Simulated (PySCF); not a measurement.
diboron tetrafluoride (B2F4), SMILES FB(B(F)F)F. Atoms are numbered in the order given.

```xyz
6

F      0.7960    -0.7960    -1.5543
B      0.0000     0.0000    -0.8596
F     -0.7960     0.7960    -1.5543
B      0.0000     0.0000     0.8596
F      0.7960     0.7960     1.5543
F     -0.7960    -0.7960     1.5543
```

The structure is a stationary point at r2SCAN-D4/def2-SVP. One conformer was computed; it need not be the lowest.

Method: HF/def2-TZVP (PySCF).

Symmetry labels are those of the subgroup D2 that the program uses (full group D2d).

Computed valence orbital energies around the gap with their symmetry:
```tsv
orbital	symmetry	energy (eV)
HOMO−7	B2	-19.84
HOMO−6	B3	-19.84
HOMO−5	B1	-19.66
HOMO−4	A	-18.44
HOMO−3	B1	-18.36
HOMO−2	B2	-18.22
HOMO−1	B3	-18.22
HOMO	A	-14.32
LUMO	B2	2.60
LUMO+1	B3	2.60
LUMO+2	A	3.12
LUMO+3	B1	3.99
```
